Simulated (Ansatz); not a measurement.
Ansatz (a quantum-chemistry and plane-wave program) input (PBE0/def2-TZVPD):

Ansatz 0.2 input:
```yaml
crystal:
  periodic: [false, false, false]
  atoms:
    - {symbol: Si, position_ang: [-0.16024585, -0.09395408, -0.82925137]}
    - {symbol: Br, position_ang: [0.26998387, 0.16109685, 1.37935147]}
    - {symbol: N, position_ang: [1.38481170, -0.42878456, -1.47402965]}
    - {symbol: N, position_ang: [-1.05540839, 1.31192820, -1.19970020]}
    - {symbol: N, position_ang: [-1.14261005, -1.39513836, -1.31114200]}
    - {symbol: H, position_ang: [1.50437440, -0.61900167, -2.45649896]}
    - {symbol: H, position_ang: [2.21709487, -0.05410997, -1.05047651]}
    - {symbol: H, position_ang: [-1.41655922, 1.46462450, -2.12812771]}
    - {symbol: H, position_ang: [-0.90324017, 2.17175770, -0.69968857]}
    - {symbol: H, position_ang: [-0.77975791, -2.33470941, -1.29564771]}
    - {symbol: H, position_ang: [-2.13545834, -1.36763064, -1.14323992]}
basis:
  gaussian:
    orbitals: def2-TZVPD
hamiltonian:
  xc: {name: PBE0}
total_charge: 1
magnetization: {spin_polarized: true, initial_magnetization: 1}
```

Output:

```
Functional definition: PBE0
integrals: 0.27 GiB planned
1611 factors; their error is unknown
mean field: 3.04 GiB planned
mean field evaluation 1: about -82443.9942 eV, gradient 8.5e1 eV
mean field evaluation 2: about -82344.9262 eV, gradient 1.5e2 eV
mean field evaluation 4: about -82468.9812 eV, gradient 2.5e1 eV
mean field evaluation 8: about -82472.3715 eV, gradient 3.7e0 eV
mean field evaluation 16: about -82472.7699 eV, gradient 3.7e-1 eV
mean field evaluation 32: about -82472.7701 eV, gradient 2.0e-5 eV
mean field evaluation 64: about -82471.8100 eV, gradient 9.4e0 eV
mean field -82472.77014177 eV, -3030.8184006586 hartree, gradient 3.1e-6 eV, S^2 0.763987; 8 other end points of the search recorded, 0 dependent functions left out
reference -82472.77018157 eV, -3030.8184021214 hartree; 38, 37 occupied and 227, 228 virtual orbitals, 1611 factors
Total energy: -82472.77018157 eV, -3030.8184021214 hartree
```

This state (charge 1, doublet) is run at the relaxed geometry of the species with charge 0 and multiplicity 1.
